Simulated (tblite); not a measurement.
Compound: C₅H₁₅BN₂Si.
Numbering: `[CH3:1][CH2:2][CH2:3][Si@@H:4]1[NH:5][BH:6][CH2:7][CH2:8][NH:9]1` (hydrogens: H10, H11, H12 on C1; H13, H14 on C2; H15, H16 on C3; H17 on Si4; H18 on N5; H19 on B6; H20, H21 on C7; H22, H23 on C8; H24 on N9)

Computed with GFN2-xTB (tblite), gas phase: L-BFGS steps from a force-field or distance-geometry start until the largest atomic force falls under 0.01 eV/Å.

Step 56: E = -741.1737 eV
```
atom  x, y, z in Å  |  force x, y, z in eV/Å
C1      3.0454   -0.6592   -0.2092    0.007  -0.008   0.007
C2      2.7513    0.8067    0.0705   -0.011   0.020  -0.005
C3      1.3554    1.0168    0.6427   -0.036  -0.003   0.005
Si4    -0.0096    0.3840   -0.5115   -0.029  -0.028   0.001
N5     -1.4195    1.4227   -0.4109    0.021   0.010  -0.003
B6     -2.7051    0.9590   -0.1393    0.013   0.026  -0.019
C7     -2.9596   -0.5968    0.0659    0.003  -0.032  -0.014
C8     -1.8874   -1.5169   -0.5234    0.031  -0.027   0.000
N9     -0.5422   -1.1938   -0.0832   -0.009   0.013   0.001
H10     2.3274   -1.0553   -0.9226    0.024  -0.019   0.033
H11     4.0468   -0.7803   -0.6180   -0.004   0.006   0.023
H12     2.9738   -1.2415    0.7069    0.001   0.004  -0.012
H13     3.4946    1.1982    0.7711    0.020  -0.005  -0.008
H14     2.8431    1.3759   -0.8559    0.007   0.001  -0.031
H15     1.2089    2.0813    0.8290    0.024   0.001  -0.005
H16     1.2934    0.5228    1.6132    0.021  -0.005   0.010
H17     0.3755    0.3332   -1.9326    0.006   0.042  -0.002
H18    -1.2890    2.4138   -0.5450   -0.010  -0.017   0.005
H19    -3.5917    1.7231   -0.0326   -0.019   0.021   0.000
H20    -3.9225   -0.8895   -0.3564   -0.046  -0.004   0.023
H21    -3.0319   -0.7881    1.1419   -0.012  -0.016   0.004
H22    -1.8970   -1.4214   -1.6122    0.005   0.016   0.020
H23    -2.0923   -2.5642   -0.2756   -0.013   0.011  -0.004
H24    -0.3794   -1.5109    0.8617    0.006  -0.007  -0.026
```

Step 57: E = -741.1742 eV
```
atom  x, y, z in Å  |  force x, y, z in eV/Å
C1      3.0459   -0.6607   -0.2057    0.004   0.020   0.003
C2      2.7511    0.8059    0.0701   -0.016   0.024   0.000
C3      1.3551    1.0161    0.6419   -0.031   0.000   0.010
Si4    -0.0104    0.3849   -0.5119   -0.022  -0.007  -0.007
N5     -1.4201    1.4234   -0.4114    0.003  -0.003   0.001
B6     -2.7058    0.9594   -0.1400    0.002   0.021  -0.006
C7     -2.9590   -0.5977    0.0672   -0.011   0.009  -0.008
C8     -1.8866   -1.5158   -0.5243    0.001  -0.012  -0.004
N9     -0.5418   -1.1927   -0.0862   -0.001  -0.005   0.010
H10     2.3247   -1.0599   -0.9130    0.006  -0.029   0.021
H11     4.0437   -0.7787   -0.6224    0.019  -0.009   0.025
H12     2.9817   -1.2395    0.7131    0.005   0.002  -0.013
H13     3.4939    1.1989    0.7703    0.024  -0.003  -0.005
H14     2.8433    1.3745   -0.8569    0.004  -0.010  -0.029
H15     1.2096    2.0801    0.8298    0.020   0.013  -0.008
H16     1.2929    0.5218    1.6120    0.021  -0.012   0.015
H17     0.3725    0.3346   -1.9332    0.014   0.044  -0.011
H18    -1.2911    2.4142   -0.5471   -0.003  -0.004   0.003
H19    -3.5932    1.7242   -0.0339   -0.002   0.002  -0.003
H20    -3.9237   -0.8892   -0.3522   -0.032  -0.011   0.015
H21    -3.0305   -0.7888    1.1435   -0.002  -0.014  -0.002
H22    -1.8963   -1.4176   -1.6121   -0.006   0.014  -0.007
H23    -2.0922   -2.5625   -0.2785   -0.010  -0.019   0.001
H24    -0.3754   -1.5150    0.8556    0.013  -0.011  -0.002
```

Step 58: E = -741.1746 eV
```
atom  x, y, z in Å  |  force x, y, z in eV/Å
C1      3.0467   -0.6614   -0.2032    0.002   0.030   0.000
C2      2.7507    0.8057    0.0697   -0.013   0.017   0.000
C3      1.3544    1.0156    0.6414   -0.014   0.003   0.010
Si4    -0.0114    0.3857   -0.5124   -0.008   0.006  -0.011
N5     -1.4208    1.4242   -0.4113   -0.010  -0.007   0.003
B6     -2.7065    0.9601   -0.1403   -0.008   0.007   0.002
C7     -2.9587   -0.5978    0.0682   -0.020   0.026  -0.003
C8     -1.8860   -1.5149   -0.5249   -0.022  -0.001  -0.005
N9     -0.5414   -1.1920   -0.0881    0.001  -0.016   0.011
H10     2.3235   -1.0638   -0.9062   -0.003  -0.031   0.013
H11     4.0425   -0.7783   -0.6243    0.028  -0.013   0.026
H12     2.9874   -1.2379    0.7171    0.007   0.001  -0.009
H13     3.4936    1.1996    0.7695    0.018   0.000  -0.008
H14     2.8435    1.3730   -0.8584   -0.002  -0.015  -0.021
H15     1.2105    2.0795    0.8303    0.013   0.016  -0.007
H16     1.2929    0.5204    1.6112    0.018  -0.011   0.014
H17     0.3697    0.3357   -1.9341    0.018   0.045  -0.014
H18    -1.2930    2.4148   -0.5478    0.004   0.004   0.002
H19    -3.5947    1.7251   -0.0356    0.007  -0.007  -0.004
H20    -3.9246   -0.8894   -0.3494   -0.020  -0.012   0.012
H21    -3.0294   -0.7896    1.1446    0.004  -0.010  -0.007
H22    -1.8964   -1.4143   -1.6121   -0.010   0.009  -0.020
H23    -2.0922   -2.5614   -0.2805   -0.007  -0.031   0.002
H24    -0.3719   -1.5186    0.8512    0.017  -0.012   0.013
```

Question: Estimate the geometry and energy of step 59. (The exact step hangs on the optimiser's Hessian estimate; all steps are aligned on step 58, rigid shifts and turns removed.)

Answer: E = -741.1750 eV, largest force 0.051 eV/Å
```
atom  x, y, z in Å  |  force x, y, z in eV/Å
C1      3.0478   -0.6620   -0.1997    0.001   0.026  -0.003
C2      2.7499    0.8057    0.0690   -0.003   0.004  -0.002
C3      1.3532    1.0150    0.6408    0.013   0.007   0.009
Si4    -0.0130    0.3869   -0.5134    0.011   0.015  -0.010
N5     -1.4220    1.4250   -0.4110   -0.022  -0.007   0.003
B6     -2.7078    0.9613   -0.1406   -0.018  -0.014   0.011
C7     -2.9587   -0.5976    0.0695   -0.025   0.028   0.003
C8     -1.8856   -1.5137   -0.5259   -0.043   0.009  -0.006
N9     -0.5408   -1.1913   -0.0908   -0.004  -0.022   0.008
H10     2.3215   -1.0700   -0.8961   -0.007  -0.025   0.007
H11     4.0413   -0.7779   -0.6267    0.027  -0.013   0.027
H12     2.9958   -1.2354    0.7229    0.009   0.004  -0.005
H13     3.4933    1.2006    0.7683    0.007   0.004  -0.014
H14     2.8436    1.3704   -0.8609   -0.011  -0.018  -0.008
H15     1.2117    2.0789    0.8310    0.002   0.016  -0.005
H16     1.2930    0.5183    1.6101    0.013  -0.006   0.009
H17     0.3664    0.3383   -1.9357    0.021   0.045  -0.012
H18    -1.2959    2.4155   -0.5484    0.013   0.013   0.000
H19    -3.5963    1.7266   -0.0383    0.012  -0.015  -0.004
H20    -3.9260   -0.8903   -0.3452   -0.003  -0.009   0.008
H21    -3.0274   -0.7909    1.1460    0.009   0.000  -0.012
H22    -1.8969   -1.4094   -1.6126   -0.015   0.000  -0.026
H23    -2.0921   -2.5604   -0.2831   -0.006  -0.032  -0.003
H24    -0.3668   -1.5238    0.8453    0.018  -0.010   0.024
```

The energy changes by -0.0005 eV. The first-order estimate −F·Δx gives -0.0006 eV and the mean of the old and new forces, exact on a quadratic surface, -0.0004 eV. The step makes an angle of 77° with the force vector and moves no atom by more than 0.012 Å.

What follows is the cost of the whole relaxation. Time: 2.6 s wall. Hardware: one thread of an Arm Neoverse N1, shared host with 64 logical CPUs at a one-minute load of 60.
